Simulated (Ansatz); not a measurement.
Consider the formal exchange of groups at the Se–C bond: `C[Se]CO` + `OB(Cl)Cl` → `C[Se]B(Cl)Cl` + `OCO`.

Isolated molecules relaxed with PBE0-D4/def2-TZVP in Ansatz; ΔE leaves out vibrations. CCSD(T)/CBS is the MP2 limit (def2-TZVPP, def2-QZVPP) plus CCSD(T) − MP2 in def2-TZVPP, frozen cores. This one scheme is used for every species. Functionals use def2-TZVPP. B3LYP here is the variant with VWN-RPA as its local correlation; programs differ in this. For Se outer-core shells are correlated without core-valence functions, which leaves a few kJ/mol of doubt a bond. Scalar relativity is left out up to krypton. Each species was taken in one conformer, which may not be the lowest.

```
             level  ΔE (kJ/mol)  difference from CCSD(T)/CBS
            PBE-D4         71.1                         -3.0
         r2SCAN-D4         76.2                          2.1
           PBE0-D4         72.2                         -1.9
          B3LYP-D4         78.1                          4.0
               PBE         73.1                         -1.0
            r2SCAN         76.7                          2.6
              PBE0         74.0                         -0.1
             B3LYP         81.5                          7.4
     HF/def2-TZVPP         84.1                         10.0
    MP2/def2-TZVPP         74.8                          0.7
SCS-MP2/def2-TZVPP         76.6                          2.5
   CCSD/def2-TZVPP         77.8                          3.7
     HF/def2-QZVPP         85.3                         11.2
    MP2/def2-QZVPP         74.4                          0.3
SCS-MP2/def2-QZVPP         76.6                          2.5
     MP2/CBS(def2)         73.3                         -0.8
       CCSD(T)/CBS         74.1                            0
```

Largest T1 diagnostic among the species: 0.011.

In def2-TZVPP, CCSD(T) changes the Hartree–Fock value by −8.5 kJ/mol (the triples alone add −2.2 kJ/mol) and MP2 by −9.3 kJ/mol. The D4 term adds −3.5 kJ/mol with B3LYP and −1.9 kJ/mol with PBE0; it sums over pairs of atoms, weighted by their polarisabilities, and B3LYP, whose exchange is more repulsive, gets the larger term.
